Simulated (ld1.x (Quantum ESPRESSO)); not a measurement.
## tungsten (W): excitation energies, all-electron against TM semilocal

W (Z = 74), norm-conserving Troullier–Martins (semilocal form), made with ld1.x (Quantum ESPRESSO) 7.5 (PBE, scalar-relativistic). Core [Kr] 4d10 4f14 5s2, reference 5p6 5d3 6s0 6p0 (charge +3). Waves: 6s (bound, empty): rc 1.80 bohr; 5d (bound): rc 2.25 bohr; 5p (bound): rc 1.55 bohr. Local part: the p channel. Core correction: none.

Energies are relative to the spin-unpolarised reference configuration 5p6 5d3 6s0 6p0; without spin polarisation the order of configurations can differ from experiment. The frozen-core shift is the all-electron ΔE with the core orbitals held at their reference shape minus the fully relaxed ΔE.

| valence configuration | charge | ΔE all-electron (eV) | error AE − PS (meV) | frozen-core shift (meV) |
| --- | --- | --- | --- | --- |
| 5p6 5d4 6s2 6p0 | 0 | -49.945 | +256 | +14 |
| 5p6 5d4 6s1 6p0 | +1 | -41.061 | +127 | +18 |
| 5p6 5d4 6s0 6p0 | +2 | -25.382 | +9.1 | +19 |
| 5p6 5d2 6s0 6p0 | +4 | 37.211 | -5.0 | +45 |
| 5p6 5d5 6s0 6p0 | +1 | -40.253 | +27 | +49 |

What are ΔE and the potential's error for 5p6 5d4 6s0 6p1?

ΔE = -35.608 eV all-electron; the error (AE − PS) is +110 meV.

What are ΔE and the potential's error for 5p6 5d3 6s2 6p1?

ΔE = -45.927 eV all-electron; the error (AE − PS) is +240 meV.

Levels in the configuration 5p6 5d5 6s0 6p0:

| level | all-electron (eV) | pseudo (eV) |
| --- | --- | --- |
| 5p | -48.454 | -48.389 |
| 5d | -10.146 | -10.168 |

A variational frozen-core shift is positive and of second order in the change. This column holds negative values, so the frozen-core run of ld1.x carries numerical noise or an error of first order here, and the column gives no more than the rough size of the effect.
